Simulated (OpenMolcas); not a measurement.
Pt²⁺.

```yaml
Program: OpenMolcas
Basis: ANO-RCC-VTZP [8s7p5d3f1g]
Scalar_Hamiltonian: DKH2, point nucleus
Active_space: 8 electrons in 5 orbitals (5d)
State_averaging: 2S+1 = 3 even, 10 roots; 2S+1 = 1 even, 15 roots kept (CI in the orbitals of an earlier block)
Spin-orbit_coupling: RASSI with atomic mean-field integrals over the reference wave functions, term energies averaged over their components
```

Two sets of levels on these reference wave functions, in eV above 5d⁸ ³F₄: one from CASSCF and one from SS-CASPT2, IPEA 0.25 Eh, imaginary shift 0.1 Eh (closed shells correlated: 5s 5p).

```
         Level   Set 1   Set 2
       5d⁸ ³F₄  0.0000  0.0000
       5d⁸ ³F₃   1.223   1.237
5d⁸ ³P₂ [52 %]   2.177   1.954
       5d⁸ ³P₀   2.611   2.123
       5d⁸ ³P₁   2.834   2.406
       5d⁸ ¹G₄   3.207   2.847
       5d⁸ ¹S₀   6.867   6.039
```

Q: Which set is which?

A: Set 2 is SS-CASPT2. Its levels of the other terms of 5d⁸ lie at 0.81 to 0.90 of the other set's values, as expected, since terms of lower spin or lower L gain more correlation energy than the Hund ground term. Against 4 measured levels (NIST levels as listed in McCann et al., Mon. Not. R. Astron. Soc. 538, 537 (2025)) the mean absolute deviation is 1700 cm-1 with it and 4200 cm-1 without; single levels miss by up to 2600 cm-1 with it.

CASPT2 does not keep the components of a term degenerate, so their means are used; among the terms shown or strongly mixed into the levels shown the widest spread is 700 cm-1 (5d⁸ ¹G, SS-CASPT2). Configurations with an s electron lie low in 5d ions of this charge, fall among these levels and mix in, so low-spin terms can stand far too high, up to twice their true height, and weights are not those of the real levels. Terms from blocks run as CI alone lack orbitals of their own. Without dynamic correlation excited terms often stand tens of per cent too high (terms of higher spin than the ground term too low), and those without a measured partner can miss by more than the paired ones (holds for CASSCF). Some terms miss by over 15 % even with CASPT2, which points to a basis or an active space too small for the shells correlated (holds for SS-CASPT2). Computed and measured levels are paired by configuration, term and J; levels that our copy of the source lacks, or whose pairing is in doubt (as where it misses far off the trend of its configuration), stay unpaired and out of the deviations. Levels of configurations outside the active space are missing. The table leaves out levels that lie high or whose names do not pair safely across all columns.

A share in square brackets marks a mixed level and gives the weight of the term that names it, the lowest over the columns.
